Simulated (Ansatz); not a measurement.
Calculated with Ansatz (gas phase, PBE0-D4/def2-TZVP geometries, no zero-point term in ΔE). CBS: MP2 limit from def2 TZ/QZ plus the TZ coupled-cluster correction, frozen cores. Functionals use def2-TZVPP. B3LYP here is the variant with VWN-RPA as its local correlation; programs differ in this. HSE06 is defined as in plane-wave codes. Elements past krypton have def2 core potentials. For Ge, Sb outer-core shells are correlated without core-valence functions, which leaves a few kJ/mol of doubt a bond. Scalar relativity is left out up to krypton. One conformer a species, not always the lowest.

Reaction (germylene formation by 1,1-elimination): `[NH2][GeH]([OH])[SbH2]` → `[NH2][GeH]` + `[OH][SbH2]`

```tsv
level	ΔE (kJ/mol)	difference from CCSD(T)/CBS
LDA (SPW92)	195.2	24.5
PBE-D4	165.0	-5.7
revPBE-D4	157.0	-13.7
BLYP-D4	136.4	-34.3
PBE0-D4	183.0	12.3
r2SCANh-D4	185.2	14.5
r2SCAN0-D4	192.0	21.3
HSE06-D4	183.5	12.8
BHLYP-D4	174.4	3.7
CAM-B3LYP-D4	161.7	-9.0
ωB97X-V	173.7	3.0
ωB97M-V	162.6	-8.1
B2PLYP	159.4	-11.3
PBE-QIDH	196.3	25.6
PBE	154.9	-15.8
revPBE	138.5	-32.2
BLYP	117.0	-53.7
r2SCAN	177.7	7.0
PBE0	173.9	3.2
B3LYP	138.4	-32.3
r2SCANh	182.1	11.4
r2SCAN0	188.6	17.9
HSE06	174.7	4.0
BHLYP	158.6	-12.1
CAM-B3LYP	151.9	-18.8
RPA@PBE/def2-TZVPP	158.8	-11.9
HF/def2-SVP	170.5	-0.2
MP2/def2-SVP	192.3	21.6
CCSD/def2-SVP	173.7	3.0
CCSD(T)/def2-SVP	174.3	3.6
HF/def2-TZVPP	157.6	-13.1
MP2/def2-TZVPP	197.4	26.7
SCS-MP2/def2-TZVPP	179.2	8.5
CCSD(T)/def2-TZVPP	180.2	9.5
HF/def2-QZVPP	153.5	-17.2
MP2/def2-QZVPP	190.5	19.8
SCS-MP2/def2-QZVPP	173.6	2.9
HF/CBS(def2)	153.0	-17.7
MP2/CBS(def2)	187.9	17.2
CCSD/CBS(def2)	168.3	-2.4
CCSD(T)/CBS	170.7	0
```

Largest T1 diagnostic among the species: 0.015.

From r2SCAN to r2SCAN0 (25 % exact exchange), in def2-TZVPP and without D4, ΔE moves by +10.8 kJ/mol. The D4 term adds +16.1 kJ/mol with B3LYP and +9.1 kJ/mol with PBE0; it sums over pairs of atoms, weighted by their polarisabilities, and B3LYP, whose exchange is more repulsive, gets the larger term. In def2-TZVPP, CCSD(T) changes the Hartree–Fock value by +22.5 kJ/mol (the triples alone add +2.4 kJ/mol) and MP2 by +39.8 kJ/mol.

CCSD(T)/CBS has its own doubt, a few kJ/mol and more with outer-core shells, so smaller differences from it don't rank the levels.
